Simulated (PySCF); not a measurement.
Harmonic spectrum computed at PBE0 in the def2-TZVP basis family (core potentials from Rb on, PySCF, no spin–orbit coupling):

```
ω (cm⁻¹)  IR (km/mol, summed over degenerate members)  degeneracy
    1352                                          0.0           3
    1378                                          292           3
    1392                                          0.0           3
    2004                                          0.0           2
    2113                                         2400           3
    2294                                          0.0           1
```

**Question.** Which molecule gave it? In each, all ligands are bound to the one heavy central atom.
A. TeH₆ (singlet)
B. SeH₆ (singlet)
C. SH₆ (singlet)
D. ClH₆ (doublet)

**Answer.** C. It has Oh symmetry with S–H 1.412 Å (×6).
